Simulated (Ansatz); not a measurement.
Computed with frozen-core CCSD(T)/cc-pVTZ // PBE0-D4/def2-TZVP (Ansatz, a quantum-chemistry and plane-wave program). The restricted HF reference is unstable towards unrestricted orbitals.

Ansatz 0.2 input:
```yaml
crystal:
  periodic: [false, false, false]
  atoms:
    - { symbol: B, position_ang: [2.692021, -0.235283, 0.430875] }
    - { symbol: C, position_ang: [1.711491, 0.685409, -0.270186] }
    - { symbol: C, position_ang: [0.356591, 0.520986, -0.31286] }
    - { symbol: C, position_ang: [-0.409337, -0.521138, 0.279246] }
    - { symbol: C, position_ang: [-1.758149, -0.630754, 0.194867] }
    - { symbol: N, position_ang: [-2.62128, 0.171641, -0.47566] }
    - { symbol: H, position_ang: [3.867387, 0.001625, 0.409023] }
    - { symbol: H, position_ang: [2.329132, -1.214802, 1.021] }
    - { symbol: H, position_ang: [2.086187, 1.562019, -0.794931] }
    - { symbol: H, position_ang: [-0.209441, 1.273719, -0.865947] }
    - { symbol: H, position_ang: [0.109937, -1.289039, 0.836228] }
    - { symbol: H, position_ang: [-2.240783, -1.469745, 0.685941] }
    - { symbol: H, position_ang: [-2.310871, 1.050376, -0.848783] }
    - { symbol: H, position_ang: [-3.602887, 0.094987, -0.288809] }
basis:
  gaussian: { orbitals: cc-pVTZ }
correlation:
  method: ccsd_t
```

Output:

```
Functional definition: HF
1664 factors; integrals over basis functions are off by at most 1.3e-3 eV
mean field evaluation 1: about -6397.8904 eV, gradient 3.9e1 eV
mean field evaluation 2: about -6398.2244 eV, gradient 3.9e1 eV
mean field evaluation 4: about -6402.5844 eV, gradient 4.8e0 eV
mean field evaluation 8: about -6402.6765 eV, gradient 4.2e-1 eV
mean field evaluation 16: about -6402.6793 eV, gradient 1.3e-6 eV
mean field -6402.67928668 eV, -235.2941238934 hartree, gradient 1.3e-6 eV, S^2 0.000000; 0 other end points of the search recorded, 0 dependent functions left out; unrestricted orbitals would lower it
6 core orbitals not correlated
reference -6402.67928668 eV, -235.2941238934 hartree; 16, 16 occupied and 270, 270 virtual orbitals, 1664 factors
second order -26.03814133 eV of doubles, -0.00000000 eV of singles
cycle   1  -26.42279241 eV  change   -3.8e-1 eV  update   1.2e-1
cycle   2  -27.08674250 eV  change   -6.6e-1 eV  update   3.6e-2
cycle   3  -27.24671981 eV  change   -1.6e-1 eV  update   1.9e-2
cycle   4  -27.23909971 eV  change    7.6e-3 eV  update   5.6e-3
cycle   5  -27.23542988 eV  change    3.7e-3 eV  update   3.2e-3
cycle   6  -27.23643742 eV  change   -1.0e-3 eV  update   1.1e-3
cycle   7  -27.23632861 eV  change    1.1e-4 eV  update   5.0e-4
cycle   8  -27.23614207 eV  change    1.9e-4 eV  update   2.0e-4
cycle   9  -27.23620253 eV  change   -6.0e-5 eV  update   7.6e-5
cycle  10  -27.23621973 eV  change   -1.7e-5 eV  update   3.1e-5
perturbative correction -1.27851868 eV, -0.0469846950 hartree
Total energy: -6431.19402509 eV, -236.3420212022 hartree
```

Cost: roughly 40 core-minutes.
